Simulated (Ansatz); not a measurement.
Species: C₃H₆O, charge 0, singlet. C3H6O (oxetane, SMILES C1COC1).
B3LYP-D3(BJ)/def2-TZVP minimum from Ansatz (a quantum-chemistry and plane-wave program):
```
C
H 1 1.0880
H 1 1.0880 2 109.32
C 1 1.5384 2 115.28 3 131.75
H 4 1.0930 1 115.83 2 -129.34
H 4 1.0930 5 109.20 1 -132.92
O 4 1.4463 5 111.63 6 -123.91
C 7 1.4463 4 91.70 5 -118.74
H 8 1.0930 7 111.63 4 -118.74
H 8 1.0930 9 109.20 7 123.91
```

Total energies in hartree (Ansatz). Open shells are spin-unrestricted; no spin-orbit coupling. Correlated methods leave the cores frozen. No relativity. For partners of very few electrons the exact lower level stands in for a higher one.

```csv
species,HF/cc-pVTZ,CCSD(T)/cc-pVTZ,HF/cc-pVQZ,CCSD(T)/cc-pVQZ,CCSD(T)/cc-pVDZ,CCSDT(Q)/cc-pVDZ
"1: C3H6O (oxetane, SMILES C1COC1)",-191.97939,-192.78692,-191.99285,-192.84569,-192.58331,-192.58549
2: C (triplet),-37.69157,-37.78076,-37.69331,-37.78654,-37.76038,-37.76071
3: O (triplet),-74.81176,-74.97396,-74.81729,-74.99357,-74.90995,-74.91013
4: H (doublet),-0.49981,-0.49981,-0.49995,-0.49995,-0.49928,-0.49928
```

**Question.** Work out the atomisation energy (electronic, to ground-state atoms) in kcal/mol: take Hartree-Fock from cc-pVQZ, extrapolate the CCSD(T) correlation energy as X^-3 (X = 3, 4), and add CCSDT(Q) - CCSD(T) in cc-pVDZ. 1 hartree = 627.51 kcal/mol.

**Answer.** 
Species 1: correlation (64·(-0.85284) - 27·(-0.80753))/37 = -0.88590; step -0.00218; E1 = -191.99285 + (-0.88590) + (-0.00218) = -192.88093
Species 2: correlation (64·(-0.09323) - 27·(-0.08919))/37 = -0.09618; step -0.00033; E2 = -37.69331 + (-0.09618) + (-0.00033) = -37.78982
Species 3: correlation (64·(-0.17628) - 27·(-0.16220))/37 = -0.18655; step -0.00018; E3 = -74.81729 + (-0.18655) + (-0.00018) = -75.00402
Species 4: correlation (64·(0.00000) - 27·(0.00000))/37 = 0.00000; step +0.00000; E4 = -0.49995 + (0.00000) + (+0.00000) = -0.49995
-1·E1 +3·E2 +1·E3 +6·E4 = 1.50775 hartree = 946.1 kcal/mol.
